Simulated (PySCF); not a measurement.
FGeH₆NSi, SMILES F[SiH2][NH][GeH3].

Geometry optimised at B3LYP-D3(BJ)/def2-SVP. This is a generated structure with no PubChem entry under its InChIKey; it may be hypothetical. Other conformers were not sampled.

Two levels are set side by side: TDA-PBE/def2-SVPD (PySCF) and TDA-PBE0/def2-SVPD (PySCF). Vertical, same geometry. The lowest singlet is HOMO→LUMO 96 % with PBE and HOMO→LUMO 98 % with the other functional; states are paired by order. Differences are taken from unrounded values.

```tsv
quantity	TDA-PBE
lowest singlet excitation (eV)	5.76
lowest triplet excitation (TDA) (eV)	5.43
first bright state (f over 0.05) (eV)	6.81
its oscillator strength	0.06
```

### Question
These are the TDA-PBE values. What does TDA-PBE0 give? (Estimate from the structure and the level; the computed values follow.)

### Answer

```csv
quantity,TDA-PBE0,TDA-PBE minus TDA-PBE0
lowest singlet excitation (eV),6.39,-0.62
lowest triplet excitation (TDA) (eV),5.97,-0.53
first bright state (f over 0.05) (eV),7.96,-1.15
its oscillator strength,0.10,-0.04
```

A lower first singlet is the usual sign of a functional without exact exchange. Differences between two approximate levels are no errors against the true value.

Rough cost on one machine, each run with all the roots and properties that it gave: TDA-PBE0 against TDA-PBE about 3 times.
